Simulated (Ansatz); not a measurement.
`[CH3][SnH2][CH2][SiH3]`, relaxed with RKS PBE-D4/def2-SVP in the Gaussian-basis code of Ansatz from a rough embedded geometry. The force threshold is 0.03 eV/Å; the program also tests the step.

Total charge 0; spin multiplicity 1. Sn: def2 effective core potential.

Start:

```xyz
14

C    -0.177   -1.669   -1.297
Sn   -0.646    0.351   -1.171
C     0.588    1.240    0.310
Si    0.354    0.511    1.995
H     0.892   -1.855   -1.517
H    -0.383   -2.232   -0.317
H    -0.769   -2.185   -2.084
H    -2.287    0.565   -0.687
H    -0.326    1.106   -2.756
H     1.686    1.143    0.003
H     0.375    2.345    0.353
H     1.172    1.116    2.975
H     0.630   -1.024    1.884
H    -1.108    0.588    2.307
```

```json
{"step": "1", "energy (eV)": "-15933.5944", "largest force (eV/Å)": "2.578", "largest move (Å)": "0.000"}
{"step": "2", "energy (eV)": "-15933.8641", "largest force (eV/Å)": "0.717", "largest move (Å)": "0.135"}
{"step": "3", "energy (eV)": "-15933.9039", "largest force (eV/Å)": "0.222", "largest move (Å)": "0.080"}
{"step": "4", "energy (eV)": "-15933.9084", "largest force (eV/Å)": "0.051", "largest move (Å)": "0.035"}
{"step": "5", "energy (eV)": "-15933.9099", "largest force (eV/Å)": "0.019", "largest move (Å)": "0.027"}
```

End:

```xyz
14

C    -0.180   -1.764   -1.359
Sn   -0.651    0.350   -1.222
C     0.601    1.258    0.323
Si    0.345    0.507    2.030
H     0.892   -1.895   -1.602
H    -0.391   -2.252   -0.388
H    -0.790   -2.245   -2.147
H    -2.316    0.572   -0.794
H    -0.337    1.141   -2.734
H     1.658    1.140    0.003
H     0.376    2.345    0.342
H     1.211    1.157    3.080
H     0.674   -0.965    2.009
H    -1.093    0.650    2.458
```

It took 13 s on 2 threads of an AMD EPYC 7R13 on a shared host, with 0.22 GiB of host memory at the peak.
